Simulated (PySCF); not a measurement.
dimethyl telluride cation (C2H6Te), SMILES C[Te]C (connectivity only; charge and spin as stated), charge +1, multiplicity 2.

Coordinates come from a B3LYP-D3(BJ)/def2-SVP optimisation. The multiplicity is an assumed one; other spin states were not compared. The def2 effective core potentials stand for the cores of Te; spin–orbit coupling is left out.

Two levels are set side by side: PBE/def2-TZVPD (PySCF) and r2SCAN/def2-TZVPD (PySCF). Same geometry, gas phase. Differences are taken from unrounded values.

```tsv
quantity	PBE
α-spin orbital gap (eV)	4.93
β-spin orbital gap (eV)	2.46
mean polarisability (bohr³)	57.6
```

### Question
These are the PBE values. What does r2SCAN give? (An estimate is asked for; the answer gives what the named calculation found.)

### Answer

```json
[
 {"quantity": "α-spin orbital gap (eV)", "r2SCAN": "5.57", "PBE minus r2SCAN": "-0.64"},
 {"quantity": "β-spin orbital gap (eV)", "r2SCAN": "3.06", "PBE minus r2SCAN": "-0.60"},
 {"quantity": "mean polarisability (bohr³)", "r2SCAN": "56.4", "PBE minus r2SCAN": "1.2"}
]
```

Rough cost on one machine, each run with all the roots and properties that it gave: r2SCAN against PBE about 2 times.
